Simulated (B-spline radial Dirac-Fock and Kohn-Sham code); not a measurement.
# Two-hole binding energies of Xe³³⁺

System: Xe³³⁺, 1s2 2s2 2p6 3s2 3p6 3d3.

Input file task.json (cfg lists n, l and occupation; rrms is the nuclear radius in fm):

```json
{"items": [{
  "Z": 54,
  "q": 33,
  "cfg": [[1, 0, 2], [2, 0, 2], [2, 1, 6], [3, 0, 2], [3, 1, 6], [3, 2, 3]],
  "A": 132,
  "rrms": 4.7859,
  "do": ["binding", "quiet", "double"]
}]}
```

Command: `python xray_run.py task.json out`

The computed values come from a B-spline atomic structure program: Dirac-Fock (average of configuration) total-energy differences with a finite nucleus, the Breit interaction including its frequency dependence, and self-energy and vacuum-polarisation corrections. U is the two-hole binding energy less the two single-hole energies, the effective repulsion of the holes after relaxation. Each two-hole energy is an average over J within one jj subconfiguration.

| holes | E(a) (eV) | E(b) (eV) | E(ab) (eV) | U (eV) |
| --- | --- | --- | --- | --- |
| 1s⁻¹ 2p1/2⁻¹ | 36214.6 | 6720.8 | 43248.5 | 313.2 |
| 1s⁻¹ 2p3/2⁻¹ | 36214.6 | 6395.6 | 42899.0 | 288.8 |
| 1s⁻¹ 3p1/2⁻¹ | 36214.6 | 2375.3 | 38715.4 | 125.5 |
| 1s⁻¹ 3p3/2⁻¹ | 36214.6 | 2301.4 | 38635.4 | 119.4 |
| 2s⁻² | 7059.2 | 7059.2 | 14316.3 | 197.8 |
| 2s⁻¹ 2p1/2⁻¹ | 7059.2 | 6720.8 | 13970.0 | 190.0 |
| 2p1/2⁻² | 6720.8 | 6720.8 | 13678.7 | 237.2 |
| 2s⁻¹ 2p3/2⁻¹ | 7059.2 | 6395.6 | 13640.1 | 185.2 |
| 2p3/2⁻² | 6395.6 | 6395.6 | 13006.7 | 215.5 |
| 2p1/2⁻¹ 3s⁻¹ | 6720.8 | 2513.4 | ? | ? |
| 2p1/2⁻¹ 3p3/2⁻¹ | 6720.8 | 2301.4 | 9129.5 | 107.3 |
| 2p3/2⁻¹ 3s⁻¹ | 6395.6 | 2513.4 | 9012.2 | 103.2 |
| 3p1/2⁻² | 2375.3 | 2375.3 | 4837.2 | 86.6 |
| 3p3/2⁻² | 2301.4 | 2301.4 | 4683.7 | 81.0 |

Question: Give the missing two-hole energy and U.

Answer: E(ab) = 9338.1 eV and U = 103.9 eV.
